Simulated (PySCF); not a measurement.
This script is equivalent to a calculation on In+ (indium, charge +1).

```python
from pyscf import gto, scf, dft, mp, cc
import basis_set_exchange as bse
txt = bse.get_basis("def2-SVP", elements=["In"], fmt="nwchem", header=False)
cut = txt.index("\nECP")
mol = gto.M(atom="In 0 0 0", charge=1, spin=0, symmetry="D2h",
            basis=gto.basis.parse(txt[:cut]),
            ecp={"In": gto.basis.parse_ecp(txt[cut:])})
mf = dft.UKS(mol, xc="B88,P86")
mf.irrep_nelec = {'Ag': (4, 4), 'B1g': (1, 1), 'B2g': (1, 1), 'B3g': (1, 1), 'B1u': (1, 1), 'B2u': (1, 1), 'B3u': (1, 1)}
mf.kernel()
```

What total energy does it give?

-190.017 hartree (calculated).

Which occupied shell lies highest, and where?

5s, at -15.194 eV.

Energies and moments cover only the electrons outside the core potential.
